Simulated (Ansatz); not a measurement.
Reaction (substitution at a C–N bond): `CN(C)[CH2][AlH2]` + H–F → `F[CH2][AlH2]` + dimethylamine

Gas-phase electronic energies from Ansatz, PBE0-D4/def2-TZVP geometries. CCSD(T)/CBS is the MP2 limit (def2-TZVPP, def2-QZVPP) plus CCSD(T) − MP2 in def2-TZVPP, frozen cores. This one scheme is used for every species. DFT in def2-TZVPP. One conformer a species, not always the lowest.

```csv
level,ΔE (kcal/mol)
BLYP,2.9
r2SCAN0,9.1
```

(1) What does CCSD(T)/CBS give? (An estimate is asked.)

Largest T1 diagnostic among the species: 0.011.

Answers

(1) The calculation gave: +12.0 kcal/mol. The listed levels differ from it by -9.1, -2.9 kcal/mol.

The D4 term adds +3.6 kcal/mol with B3LYP and +2.0 kcal/mol with PBE0; it sums over pairs of atoms, weighted by their polarisabilities, and B3LYP, whose exchange is more repulsive, gets the larger term. In def2-TZVPP, CCSD(T) changes the Hartree–Fock value by +8.6 kcal/mol (the triples alone add +1.2 kcal/mol) and MP2 by +11.6 kcal/mol.

B3LYP here is the variant with VWN-RPA as its local correlation; programs differ in this.
